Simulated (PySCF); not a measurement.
CH6BeO2Si, SMILES [Be]([O]C)[O][SiH3]. Heavy atoms are numbered as in [Be:1]([O:2][CH3:3])[O:7][SiH3:8]. Hydrogens are named by the atom that carries them.

Geometry: r2SCAN-D4/def2-SVP. The values are those of a single conformer.

These are r2SCAN/def2-TZVP (PySCF) values and carry that method's errors.

Atomic charges (e), one atom of each kind:

```tsv
atom	meta-Löwdin	Löwdin
Be1	1.48	0.05
O2	-0.95	…
C3 (CH3)	-0.09	-0.36
H on C3	0.11	…
O7	-1.15	-0.06
Si8 (SiH3)	0.77	0.16
H on Si8	-0.12	…
```

Complete the blanks. (An estimate is asked for; the answer gives what the named calculation found.)


- O2, Löwdin: 0.05
- H on C3, Löwdin: 0.10
- H on Si8, Löwdin: -0.05
